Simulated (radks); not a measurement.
All-electron atom: neutral cobalt in [Ar] 3d5 4s2 5s2 (not the ground configuration).

All-electron calculation, non-relativistic Kohn-Sham, OLYP, spin-polarised, spherical densities, point nucleus; open shells are filled with parallel spins first. Program: a radial shooting solver on a logarithmic mesh with Libxc functionals.

Energy parts (eV):
total: -37604.640
kinetic: 37579.778
electron-nucleus: -89028.376
Hartree: 15444.697
exchange-correlation: -1600.738

Orbitals (lengths in bohr, moments of r in powers of bohr; <r^-3> diverges for s and p1/2; r(90%) holds 90 % of the orbital's charge):
orbital	occ.	eigenvalue (eV)	<r^-3>	r(90%)	<r^2>
1s up	1	-7540.097	-	0.101	0.004343
1s down	1	-7540.089	-	0.101	0.004343
2s up	1	-912.3457	-	0.401	0.07906
2s down	1	-908.8692	-	0.399	0.07854
2p up	3	-795.4889	526.2	0.370	0.06295
2p down	3	-792.9741	529.2	0.369	0.06244
3s up	1	-127.3405	-	1.14	0.6789
3s down	1	-120.5767	-	1.15	0.6878
3p up	3	-92.1055	70.15	1.22	0.7403
3p down	3	-85.3305	67.83	1.23	0.7572
3d up	5	-33.8580	7.384	1.47	0.9739
3d down	0	-27.1515	6.913	1.57	1.097
4s up	1	-15.6226	-	3.30	5.725
4s down	1	-14.6683	-	3.42	6.191
5s up	1	-2.4513	-	8.85	42.77
5s down	1	-2.2910	-	9.15	45.85

The highest occupied level is 5s down at -2.291 eV. The configuration is held as typed, so some empty levels lie below it. The density falls to 0.001 e/bohr^3 at r = 6.04 bohr. Summed over all electrons, <r^2> = 111.8 bohr^2, which gives a Langevin (diamagnetic) susceptibility term of -88.6 x 10^-6 cm^3/mol. Spin moment in Bohr magnetons: 5. The spin density at the nucleus is 0.200 e/bohr^3 (1s -0.047, 2s -3.686, 3s 2.160, 4s 1.591, 5s 0.183), a Fermi contact field of 10.5 T.
